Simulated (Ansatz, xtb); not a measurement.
Relaxing a trial structure of AlGeH6Si

The starting geometry of this gas-phase doublet was built from a drawn formula by distance geometry and a force field; its bonds are those of `[AlH2][GeH][SiH3]`.

```xyz
9

Al   -0.7922    1.5587   -1.2887
Ge   -0.1733   -0.5038   -0.1574
Si    2.0420   -1.0326   -0.6998
H    -0.6889    1.6586   -2.9241
H    -1.2025    2.8624   -0.4712
H    -0.3127   -0.3291    1.3597
H     2.1269   -1.1947   -2.1894
H     2.4381   -2.2808   -0.0448
H     2.8496    0.0849   -0.2774
```

Question: Predict what becomes of its bonds when it is optimised with r2SCAN-D4/def2-SVP.

Answer: It keeps its bonds, and is `[AlH2][GeH][SiH3]`.

The energy falls by 0.28 eV over 19 steps:

```json
{"step": "1", "E − E(last) (eV)": "0.278"}
{"step": "3", "E − E(last) (eV)": "0.118"}
{"step": "5", "E − E(last) (eV)": "0.054"}
{"step": "7", "E − E(last) (eV)": "0.021"}
{"step": "9", "E − E(last) (eV)": "0.005"}
{"step": "11", "E − E(last) (eV)": "0.003"}
{"step": "13", "E − E(last) (eV)": "0.002"}
{"step": "15", "E − E(last) (eV)": "0.000"}
{"step": "17", "E − E(last) (eV)": "0.000"}
{"step": "19", "E − E(last) (eV)": "0.000"}
```

Final geometry (Å):

```yaml
atoms:
  - { symbol: Al, position_ang: [-1.0254, 1.6689, -1.3568] }
  - { symbol: Ge, position_ang: [0.3257, 0.2140, 0.0080] }
  - { symbol: Si, position_ang: [2.1502, -1.1237, -0.6990] }
  - { symbol: H, position_ang: [-0.6838, 1.7561, -2.9050] }
  - { symbol: H, position_ang: [-2.2064, 2.4955, -0.6908] }
  - { symbol: H, position_ang: [0.0803, 0.0576, 1.5229] }
  - { symbol: H, position_ang: [2.3437, -0.9538, -2.1704] }
  - { symbol: H, position_ang: [1.8945, -2.5685, -0.4068] }
  - { symbol: H, position_ang: [3.4082, -0.7225, 0.0047] }
```

From the same start GFN2-xTB ends elsewhere, differing in Al1–H6 (1.72 against 3.48 Å here), Ge2–H6 (2.03 against 1.54 Å here).

No frequencies were run, so the end isn't proven a minimum. Open shells are spin-unrestricted. Run with Ansatz 0.2.0, 120 s on 2 threads of Intel(R) Xeon(R) Platinum 8259CL CPU @ 2.50GHz (Skylake/Cascade Lake), on a shared host.
